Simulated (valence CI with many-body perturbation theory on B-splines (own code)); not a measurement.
# Questions on Ce⁴³⁺

Computed by relativistic CI+MBPT: five valence electrons over a frozen Dirac-Fock core [Ne], radial functions for each j: 9 s, 9 p, 8 d, 6 f, 3 g, 1 h, with the one-electron correlation potential Σ1 (screened to all orders), the two-electron term Σ2, the three-electron term Σ3, Breit, model QED; selected single and double excitations, second order for the rest (own B-spline code, finite nucleus).

No measured spectrum was set against this ion. As an estimate, large intervals hold to a few tenths of a per cent, small ones and those within an open d or f shell to about a per cent. Among the levels kept, up to 620 cm⁻¹ of a level comes from second order outside the variational space, and about a tenth of that is noise between levels of different J, which matters for small intervals.

Levels are named by their leading jj configuration (3d3/2^4 stands for four electrons in 3d with j = 3/2), which in mixed levels can hold well under half, so a name can repeat and another be missing.

Rates and lifetimes use the calculated energies. Strong lines usually hold to 10 to 20 %, long lifetimes can be off by a factor of two.

(1) What is the ground level?

(2) What are the static dipole polarisabilities of the lowest levels?

(3) Name the longest-lived excited levels whose lifetime is computed, and their main decay.

(4) Where does the other parity begin?

(5) What is the ionisation energy?

Results:

(1) (3s^2 3p1/2^2 3p3/2) J=3/2, composition 45 % 3s2 3p3 2P° + 28 % 3s2 3p3 4S° + 26 % 3s2 3p3 2D°, g = 1.380.

(2) (3s^2 3p1/2^2 3p3/2) J=3/2 0.00912 (tensor 0.00073) bohr³, of which the core gives 0.000136.

(3) (3s^2 3p1/2 3p3/2 3d5/2) J=9/2 at 303.56 eV lives 6.71 μs, mostly by M1 to (3s^2 3p1/2 3p3/2 3d3/2) J=7/2; (3s^2 3p1/2 3p3/2^2) J=5/2 at 110.95 eV lives 489 ns, mostly by M1 to (3s^2 3p1/2^2 3p3/2) J=3/2; (3s^2 3p1/2 3p3/2 3d3/2) J=7/2 at 276.95 eV lives 184 ns, mostly by E1 to (3s^2 3p1/2 3p3/2^2) J=5/2.

(4) At (3s^2 3p1/2^2 3d3/2) J=3/2, 167.07 eV.

(5) 3368 eV; NIST lists 3366 ± 4 eV (theoretical).
